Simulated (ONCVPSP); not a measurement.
# u(r) = r·R(r): atom against pseudo-atom (fluorine (F))

Columns: radius, all-electron u(r) and pseudo u(r) of the 2p shell (level -11.40 eV) of fluorine in the configuration [He] 2s1.75 2p5.25; LDA (Perdew-Zunger), scalar-relativistic, ONCV scheme, ONCVPSP 4.0.1.

```json
{"r (bohr)": "0.093", "all-electron": "0.1239", "pseudo": "0.0337"}
{"r (bohr)": "0.185", "all-electron": "0.3401", "pseudo": "0.1281"}
{"r (bohr)": "0.278", "all-electron": "0.5448", "pseudo": "0.2711"}
{"r (bohr)": "0.370", "all-electron": "0.7013", "pseudo": "0.4389"}
{"r (bohr)": "0.463", "all-electron": "0.8091", "pseudo": "0.6119"}
{"r (bohr)": "0.555", "all-electron": "0.8720", "pseudo": "0.7651"}
{"r (bohr)": "0.648", "all-electron": "0.9005", "pseudo": "0.8851"}
{"r (bohr)": "0.740", "all-electron": "0.9029", "pseudo": "0.9603"}
{"r (bohr)": "0.833", "all-electron": "0.8869", "pseudo": "0.9905"}
{"r (bohr)": "0.925", "all-electron": "0.8587", "pseudo": "0.9803"}
{"r (bohr)": "1.018", "all-electron": "0.8221", "pseudo": "0.9388"}
{"r (bohr)": "1.110", "all-electron": "0.7813", "pseudo": "0.8783"}
{"r (bohr)": "1.203", "all-electron": "0.7376", "pseudo": "0.8083"}
{"r (bohr)": "1.295", "all-electron": "0.6935", "pseudo": "0.7390"}
{"r (bohr)": "1.388", "all-electron": "0.6493", "pseudo": "0.6744"}
{"r (bohr)": "1.480", "all-electron": "0.6066", "pseudo": "0.6181"}
{"r (bohr)": "1.573", "all-electron": "0.5650", "pseudo": "0.5689"}
{"r (bohr)": "1.665", "all-electron": "0.5257", "pseudo": "0.5265"}
{"r (bohr)": "1.758", "all-electron": "0.4880", "pseudo": "0.4880"}
{"r (bohr)": "1.850", "all-electron": "0.4527", "pseudo": "0.4527"}
{"r (bohr)": "1.943", "all-electron": "0.4192", "pseudo": "0.4192"}
{"r (bohr)": "2.035", "all-electron": "0.3882", "pseudo": "0.3882"}
{"r (bohr)": "2.128", "all-electron": "0.3588", "pseudo": "0.3588"}
{"r (bohr)": "2.220", "all-electron": "0.3317", "pseudo": "0.3317"}
{"r (bohr)": "2.313", "all-electron": "0.3063", "pseudo": "0.3062"}
{"r (bohr)": "2.405", "all-electron": "0.2828", "pseudo": "0.2828"}
```

Question: How many radial nodes do the two functions have?

Answer: The all-electron 2p function has n − l − 1 = 0; the pseudo-wave has 0.

Question: At about which radius was the pseudo-wave matched?

Answer: 1.85 bohr, where the columns begin to agree (steps of 0.09 bohr).

Question: Where does each function peak?

Answer: Outermost all-electron maximum near 0.74 bohr, pseudo maximum near 0.83 bohr (to the table’s step).

Question: Is the pseudo-wave norm-conserving?

Answer: Yes: the ONCV scheme keeps the norm inside the radius equal to the all-electron one, which fixes the energy derivative of the logarithmic derivative at the level.
